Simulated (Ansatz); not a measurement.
# Redistribution: C2Br2ClF3 + C2H4ClF → C2Br2F4 + C2H4Cl2

Gas-phase species: C2Br2ClF3 `FC(F)(Br)C(F)(Cl)Br`, singlet; C2H4ClF (1-chloro-1-fluoroethane) `CC(F)Cl`, singlet; C2Br2F4 (1,2-dibromotetrafluoroethane) `FC(F)(Br)C(F)(F)Br`, singlet; C2H4Cl2 `CC(Cl)Cl`, singlet. The partners trade Cl for F; both sit on C, so the bond types are kept.

Shapes, held fixed at every level: PBE0-D4/def2-TZVP. Flexible molecules stand in one conformer, not always the lowest. Programs: Ansatz 0.2.0. The zero-point and thermal change to 298 K, harmonic and unscaled (PBE0-D4/def2-TZVP), is +0.6 kJ/mol.

```json
{"level": "HF/def2-SVP", "kind": "Hartree–Fock", "ΔH(298 K) (kJ/mol)": "-26.0", "less CCSD(T)/def2-TZVPP": "-7.1"}
{"level": "HF/def2-TZVPP", "kind": "Hartree–Fock", "ΔH(298 K) (kJ/mol)": "-26.9", "less CCSD(T)/def2-TZVPP": "-8.0"}
{"level": "BHLYP-D4/def2-TZVPP", "kind": "global hybrid", "ΔH(298 K) (kJ/mol)": "-19.2", "less CCSD(T)/def2-TZVPP": "-0.3"}
{"level": "PBE0-D4/def2-TZVPP", "kind": "global hybrid", "ΔH(298 K) (kJ/mol)": "-18.9", "less CCSD(T)/def2-TZVPP": "0.0"}
{"level": "wB97X-V/def2-TZVPP", "kind": "range-separated hybrid", "ΔH(298 K) (kJ/mol)": "-18.7", "less CCSD(T)/def2-TZVPP": "+0.2"}
{"level": "CCSD(T)/def2-SVP", "kind": "coupled cluster or CI", "ΔH(298 K) (kJ/mol)": "-19.1", "less CCSD(T)/def2-TZVPP": "-0.2"}
{"level": "CCSD/def2-SVP", "kind": "coupled cluster or CI", "ΔH(298 K) (kJ/mol)": "-20.0", "less CCSD(T)/def2-TZVPP": "-1.1"}
{"level": "CCSD(T)/def2-TZVPP", "kind": "coupled cluster or CI", "ΔH(298 K) (kJ/mol)": "-18.9", "less CCSD(T)/def2-TZVPP": "0.0"}
```

The highest level, CCSD(T)/def2-TZVPP, gives ΔH(298 K) = -18.9 kJ/mol; the levels span -26.9 to -18.7. The column of differences is taken from that level and isn't an error. No measured value is set beside it here. Relativity is left out for Br. Outer-core shells of Br are correlated, in sets that cover them unevenly.
